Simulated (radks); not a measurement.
Results of a calculation; reference values are marked as such.
Task: The table gives one normalised radial function P(r) = r R(r) of Se11+ in [Ar] 3d5 (r in bohr). Code: a radial shooting solver on a logarithmic mesh with Libxc functionals. Model: non-relativistic Kohn-Sham, PBE, spin-polarised, spherical densities, point nucleus; open shells are filled with parallel spins first.

r,P
0.002603,0.0071
0.003642,0.0137
0.005138,0.0265
0.00719,0.0502
0.01006,0.0936
0.01419,0.1737
0.01986,0.3095
0.02801,0.5382
0.0392,0.8779
0.05529,1.3482
0.07737,1.8629
0.1083,2.2647
0.1527,2.3108
0.2137,1.8600
0.3015,1.0751
0.4218,0.4107
0.595,0.0847
0.8327,0.0082
1.165,0.0003
1.644,0.0000

Which n and l does it have? It may be an empty orbital.

Result: n = 2, l = 1: the number of nodes gives n - l - 1 = 0, the rise at small r (about r^(l+1)) gives l, and the extent must fit the shell. The curve is that of 2p up; the table hardly tells the two spins apart. 2p up: eigenvalue -1704.3 eV, 0 radial nodes, <r> = 0.173 bohr, 90 % of the charge inside 0.281 bohr.
